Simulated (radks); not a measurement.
Q: Excited configurations of the magnesium ion Mg10+: one electron is placed in a higher orbital outside 1s1. The ground configuration is [He]. All-electron calculation, scalar-relativistic Kohn-Sham, LDA (Slater exchange, Perdew-Wang correlation), spin-unpolarised, spherical densities, finite nucleus; Fermi nuclear charge, rms radius 3.057 fm. Program: a radial shooting solver on a logarithmic mesh with Libxc functionals. Excitation = E - E(ground); binding = E(ion) - E, where the ion is the core of charge +11; n* = 11/sqrt(2 binding) in atomic units. These energies are relativistic, and a one-electron ion of charge +11 with no core already has n* below n in this formula (scalar-relativistic equation, point nucleus: 2s 1.998, 3d 3.000, 4p 3.998, 4f 4.000, 5s 4.997, 5p 4.998, 5d 4.999, 6d 5.999, 7d 6.999). The quantum defect is therefore taken as that value minus n*, so that it holds no relativistic shift of the bare ion.

| outer orbital | excitation (eV) | binding (eV) | n* | quantum defect | eigenvalue (eV) | <r> (bohr) |
|---|---|---|---|---|---|---|
| 2s | 1343.9 | 424.90 | 1.968 | 0.030 | -406.38 | 0.5267 |
| 4p | 1665.1 | 103.79 | 3.983 | 0.016 | -99.431 | 2.070 |
| 4f | 1667.1 | 101.79 | 4.022 | -0.022 | -96.242 | 1.648 |
| 5s | 1701.8 | 67.087 | 4.954 | 0.043 | -64.488 | 3.349 |
| 5p | 1702.3 | 66.519 | 4.975 | 0.023 | -63.860 | 3.287 |
| 5d | 1702.9 | 65.912 | 4.998 | 0.001 | -63.132 | 3.134 |
| 6d | 1722.9 | 45.917 | 5.988 | 0.011 | -44.081 | 4.627 |
| 7d | 1735.0 | 33.819 | 6.977 | 0.022 | -32.519 | 6.390 |

Estimate the row for 3d.

A: excitation (eV) 1588.1; binding (eV) 180.75; n* 3.018; quantum defect -0.018; eigenvalue (eV) -171.00; <r> (bohr) 0.9604. The Delta-SCF ionisation energy is 1768.8 eV (NIST Atomic Spectra Database: 1761.8 eV, theoretical). Self-interaction in the functional shifts the binding energies and quantum defects, so they are the method's values and not measured ones. Spin polarisation and multiplet splitting are left out, so open shells lie too high by an amount that depends on their filling.

Beside tabulated values, note that spin-unpolarised runs miss the spin-polarisation part of the exchange energy of open shells.
